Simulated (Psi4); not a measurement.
Noncovalent pair: SiH4 (SMILES [SiH4]) (first 5 atoms) with C2H2 (SMILES C#C); geometry from B3LYP-D3(BJ)/def2-TZVP, rigid monomers moved along the line of their centres of mass till Si1···C7 is 6.63 Å.
(charge 0, multiplicity 1):
```xyz
9

Si    -0.290    -0.038     0.140
H     -0.543    -0.047    -1.321
H      1.096     0.414     0.387
H     -0.475    -1.406     0.671
H     -1.243     0.888     0.790
C      1.482     0.132     6.543
C      0.303     0.098     6.746
H      2.528     0.162     6.359
H     -0.744     0.068     6.923
```

The numbers are results of Psi4 with SAPT0/jun-cc-pV(D+d)Z, not measurements.

Problem. Which attractive term is largest, and how does the interaction split up?

Solution. electrostatics -1.1, exchange 0.0, induction 0.0, dispersion -1.3, total -2.5 meV; the largest attraction is dispersion.
